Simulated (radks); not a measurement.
Values are calculated unless marked as measured or tabulated.
Excited configurations of the iron ion Fe2+: one electron is placed in a higher orbital outside [Ar] 3d5. The ground configuration is [Ar] 3d6. Code: a radial shooting solver on a logarithmic mesh with Libxc functionals. Model: scalar-relativistic Kohn-Sham, SCAN, spin-unpolarised, spherical densities, finite nucleus; meta-GGA in the generalised Kohn-Sham scheme; Fermi nuclear charge, rms radius 3.7377 fm. Excitation = E - E(ground); binding = E(ion) - E, where the ion is the core of charge +3; n* = 3/sqrt(2 binding) in atomic units, and the quantum defect is n - n*.

| outer orbital | excitation (eV) | binding (eV) | n* | quantum defect | eigenvalue (eV) | <r> (bohr) |
|---|---|---|---|---|---|---|
| 4p | 14.246 | 19.852 | 2.484 | 1.516 | -16.403 | 2.854 |
| 4d | 22.097 | 12.001 | 3.194 | 0.806 | -9.689 | 4.122 |
| 5s | 21.883 | 12.215 | 3.166 | 1.834 | -10.477 | 5.104 |
| 5p | 24.081 | 10.017 | 3.496 | 1.504 | -8.556 | 5.876 |
| 5f | 29.154 | 4.944 | 4.977 | 0.023 | -4.110 | 10.35 |
| 7f | 31.501 | 2.597 | 6.867 | 0.133 | -2.205 | 22.09 |

Estimate the row for 6p.

Answer. excitation (eV) 27.989; binding (eV) 6.109; n* 4.477; quantum defect 1.523; eigenvalue (eV) -5.269; <r> (bohr) 9.854. The Delta-SCF ionisation energy is 34.098 eV (NIST Atomic Spectra Database: 30.65 eV, measured). Self-interaction in the functional shifts the binding energies and quantum defects, so they are the method's values and not measured ones. Spin polarisation and multiplet splitting are left out, so open shells lie too high by an amount that depends on their filling.

Beside tabulated values, note that spin-unpolarised runs miss the spin-polarisation part of the exchange energy of open shells.
